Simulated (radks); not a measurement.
Question: Dipole-allowed excitations along the series with 4 electrons in [He] 2s2. Calculated with a radial shooting solver on a logarithmic mesh with Libxc functionals: non-relativistic Kohn-Sham, LDA (Slater exchange, Perdew-Wang correlation), spin-polarised, spherical densities, point nucleus. Time-dependent linear response with the Hartree and adiabatic LDA kernel, continuum included through the Sternheimer equations. Lines are the poles of the dipole polarisability below minus the highest occupied eigenvalue, found on a grid refined at the orbital gaps; the lowest seven at most are given, and weak or close lines can be missed. The first line takes the name of the lowest orbital gap if no other gap lies below it; otherwise a line is named after a gap within 0.6 % of it, if that gap stands alone.

species  -e(HOMO) (eV)  lowest orbital gap (eV)  first line (eV)      f  strongest line (eV)  its f  static alpha (bohr^3)
Be               5.599              2s-2p 3.498    4.821 (2s-2p)   1.30            the first   1.30                  43.80
B+              19.405              2s-2p 5.948    8.473 (2s-2p)  0.970            the first  0.970                  10.78
C2+             40.152              2s-2p 8.303   11.753 (2s-2p)  0.722            the first  0.722                  4.257
N3+             67.751             2s-2p 10.619   14.928 (2s-2p)  0.576            the first  0.576                  2.108
O4+             102.17             2s-2p 12.913   18.056 (2s-2p)  0.480            the first  0.480                  1.196

Estimate the first line of F5+, its oscillator strength and the static polarisability.

Answer: 21.158 eV (2s-2p), f = 0.411, alpha = 0.7435 bohr^3.
